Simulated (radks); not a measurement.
Coulomb parameter of the 4f shell of the thulium ion Tm2+ in the model configuration [Xe] 4f12 6s1, as a second difference U = [E(n + 0.5) + E(n - 0.5) - 2 E(n)] / (0.5)^2 with all orbitals relaxed. "Bare": the charge of the atom changes with n. "Screened": the 6s shell takes up the change at fixed total charge, which measures U(4f,4f) + U(6s,6s) - 2 U(4f,6s). Calculated with a radial shooting solver on a logarithmic mesh with Libxc functionals: scalar-relativistic Kohn-Sham, LDA (Slater exchange, Perdew-Wang correlation), spin-unpolarised, spherical densities, point nucleus.

case               configuration  E - E(n) (eV)
start              [Xe] 4f12 6s1          0.000
bare +0.5        [Xe] 4f12.5 6s1        -11.248
bare -0.5        [Xe] 4f11.5 6s1         15.889
screened +0.5  [Xe] 4f12.5 6s0.5         -3.817
screened -0.5  [Xe] 4f11.5 6s1.5          5.753

U(bare) = 18.563 eV, U(screened by 6s) = 7.745 eV, against the Slater integral F0(4f,4f) = 33.892 eV with frozen orbitals.
